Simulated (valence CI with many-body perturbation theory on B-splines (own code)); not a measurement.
## Tc11+ in brief

Calculated by valence CI with perturbative core correlation (CI+MBPT): four valence electrons over a frozen Dirac-Fock core [Ar] 3d10, a basis of 11 s, 11 p, 9 d, 7 f, 5 g, 2 h, 1 i functions for each j, with the one-electron correlation potential Σ1, the two-electron term Σ2, the three-electron term Σ3, Breit, model QED; selected CI, second order for the rest, scaled by the run's own slope (own B-spline code, finite nucleus).

No measured spectrum was set against this ion. As an estimate, levels hold to about 250 cm⁻¹ or 0.2 % of their energy and the worst to 1 %, as in measured heavy ions of charge 2 to 7; those with d or f electrons hold less well.

Names give the largest LS component (configuration and term), which can be under half, so a name can repeat, a term be missing and a line seem to break the LS rules; names also repeat where a configuration has a term twice.

Rates and lifetimes use the calculated energies. Strong lines usually hold to 10 to 20 %, long lifetimes can be off by a factor of two.

Q: What is the ground level?

A: 4s2 4p2 3P_0, composition 87 % 4s2 4p2 3P + 11 % 4s2 4p2 1S.

Q: What is the ionisation energy?

A: 240.02 eV; NIST lists 239 ± 2.5 eV (theoretical).

Q: Among levels below 761250 cm⁻¹, which E1 lines absorb most strongly from the ground level?

A: to 4s2 4p 4d 3D°_1 at 21.71 nm, f = 2.04; to 4s 4p3 3S°_1 at 27.59 nm, f = 0.256; to 4s 4p3 3D°_1 at 36.69 nm, f = 0.243.

Q: How well does LS coupling describe the low levels?

A: Among the lowest 20 levels the leading LS term, summed over configurations, holds 81 % on average. For single configurations the figures are 76 % in LS and 74 % in jj coupling. Terms mix most in the J = 2 level at 450610 cm⁻¹, where the leading one holds 43 %.

Q: Name the longest-lived excited levels whose lifetime is computed, and their main decay.

A: 4s2 4p2 3P_2 at 31994 cm⁻¹ lives 93.4 ms, mostly by M1 to 4s2 4p2 3P_1; 4s2 4p2 3P_1 at 21520 cm⁻¹ lives 6.27 ms, mostly by M1 to 4s2 4p2 3P_0; 4s2 4p2 1D_2 at 63825 cm⁻¹ lives 1.54 ms, mostly by M1 to 4s2 4p2 3P_1. The lifetime of 4s2 4p 4d 3F°_4 is too uncertain to give, and may be longer.

Q: How is the term 3P of the ground level split?

A: J = 0 at 0, J = 1 at 21520, J = 2 at 31994 cm⁻¹.

Q: Where does the other parity begin?

A: At 4s 4p3 5S°_2, 220940 cm⁻¹.
